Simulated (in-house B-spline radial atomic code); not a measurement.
Cs⁺ is squeezed into an impenetrable sphere of radius R (the orbitals vanish at R). Computed with a B-spline radial code for spherical atoms: scalar-relativistic (X2C) Hartree-Fock, spin-polarised, averaged over the determinants with the given up and down occupations, Fermi nucleus of rms radius 4.8041 fm.

Energies in eV above the free ion in [Kr] 4d10 5s2 5p6:

```json
{"R (bohr)": "8.5", "highest level (eV)": "-23.4", "[Kr] 4d10 5s2 5p6": "0.0004407", "[Kr] 4d10 5s2 5p5 5d1": "14.38", "[Kr] 4d9 5s2 5p6 5f1": "89.51"}
{"R (bohr)": "6.41", "highest level (eV)": "-23.4", "[Kr] 4d10 5s2 5p6": "0.04533", "[Kr] 4d10 5s2 5p5 5d1": "14.83", "[Kr] 4d9 5s2 5p6 5f1": "93.69"}
{"R (bohr)": "5.38", "highest level (eV)": "-23.2", "[Kr] 4d10 5s2 5p6": "0.3952", "[Kr] 4d10 5s2 5p5 5d1": "15.91", "[Kr] 4d9 5s2 5p6 5f1": "98.49"}
{"R (bohr)": "4", "highest level (eV)": "-20.6", "[Kr] 4d10 5s2 5p6": "6.501", "[Kr] 4d10 5s2 5p5 5d1": "24.89", "[Kr] 4d9 5s2 5p6 5f1": "116.6"}
{"R (bohr)": "3.62", "highest level (eV)": "-18.3", "[Kr] 4d10 5s2 5p6": "13.92", "[Kr] 4d10 5s2 5p5 5d1": "34.04", "[Kr] 4d9 5s2 5p6 5f1": "129.9"}
{"R (bohr)": "3.26", "highest level (eV)": "-14.5", "[Kr] 4d10 5s2 5p6": "28.72", "[Kr] 4d10 5s2 5p5 5d1": "51.27", "[Kr] 4d9 5s2 5p6 5f1": "152.4"}
{"R (bohr)": "2.65", "highest level (eV)": "0.517", "[Kr] 4d10 5s2 5p6": "100.8", "[Kr] 4d10 5s2 5p5 5d1": "130.7", "[Kr] 4d9 5s2 5p6 5f1": "246.9"}
{"R (bohr)": "2.1", "highest level (eV)": "41", "[Kr] 4d10 5s2 5p6": "341.4", "[Kr] 4d10 5s2 5p5 5d1": "384.3", "[Kr] 4d9 5s2 5p6 5f1": "532"}
{"R (bohr)": "1.92", "highest level (eV)": "69.1", "[Kr] 4d10 5s2 5p6": "528.1", "[Kr] 4d10 5s2 5p5 5d1": "577.1", "[Kr] 4d9 5s2 5p6 5f1": "743.9"}
{"R (bohr)": "1.46", "highest level (eV)": "241", "[Kr] 4d10 5s2 5p6": "1844", "[Kr] 4d10 5s2 5p5 5d1": "1910", "[Kr] 4d9 5s2 5p6 5f1": "2179"}
```

Question: Does [Kr] 4d10 5s2 5p5 5d1 fall below [Kr] 4d10 5s2 5p6 under compression?

Answer: No, it stays above over the whole range.

Question: Does [Kr] 4d9 5s2 5p6 5f1 fall below [Kr] 4d10 5s2 5p6 under compression?

Answer: No, it stays above over the whole range.

The highest level is first positive in the row R = 2.65 bohr, pushed up by confinement above the zero of the free ion's potential. Each configuration is held fixed and needn't be the lowest in the sphere.
